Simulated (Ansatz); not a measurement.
Cost and result up the ladder for the cluster Al₇H (the lowest singlet isomer of a short search) (8 atoms). The state is a singlet with charge 0. Geometry: B3LYP-D4/def2-SVP.

Cartesian coordinates in Å:
```
Al -0.6419 1.8428 -1.5431
Al -0.3419 0.4276 0.8757
Al 1.5146 0.6645 -0.8364
Al -0.2048 -2.2547 0.3640
Al -2.6427 1.6160 0.0801
Al 1.8984 -1.0303 1.2058
Al -2.4024 -0.9596 0.0562
H 2.8209 -0.3063 -0.2023
```

Ansatz on 4 threads of Arm Neoverse V1 on a shared host. Times are rough, and most runs start from the orbitals of an earlier one. No level here is sound enough to serve as a yardstick. Binding counts from free atoms at the same level (Al doublet, H doublet; other spins of the atoms weren't run), without zero-point energy or a counterpoise term.

LC-ωPBE has ω = 0.4 bohr⁻¹. Correlated methods freeze 35 core orbitals. The structure comes from a short search, and lower isomers may exist.

Run but left out: HF/STO-3G, BHLYP-D4/def2-TZVP (restricted singlet, unstable in another Hartree–Fock run and untested here).

Correlated methods converge slowly with the basis.

```
                            level  functions  wall time  binding energy per atom (eV)                                    remarks
                  PBE-D4/def2-SVP        131      1.9 s                          2.21              restricted SCF unstable in HF
                 PBE0-D4/def2-SVP        131      2.9 s                          2.12              restricted SCF unstable in HF
                BLYP-D4/def2-TZVP        265      4.2 s                          1.92              restricted SCF unstable in HF
                 PBE-D4/def2-TZVP        265      4.6 s                          2.21                                          –
                LC-ωPBE/def2-TZVP        265        7 s                          1.88              restricted SCF unstable in HF
                PBE-D4/def2-TZVPD        310        7 s                          2.21              restricted SCF unstable in HF
               LC-ωPBE/def2-TZVPD        310      9.5 s                          1.89              restricted SCF unstable in HF
                    MP2/def2-TZVP        265      9.5 s                          2.13                    restricted SCF unstable
                PBE0-D4/def2-TZVP        265       10 s                          2.12              restricted SCF unstable in HF
r2SCAN-D4/def2-TZVP (with forces)        265       11 s                          2.20              restricted SCF unstable in HF
               PBE0-D4/def2-TZVPD        310       12 s                          2.12              restricted SCF unstable in HF
               CCSD(T)/def2-TZVPP        308     12 min                          2.00  large T1 (0.037), restricted SCF unstable
```
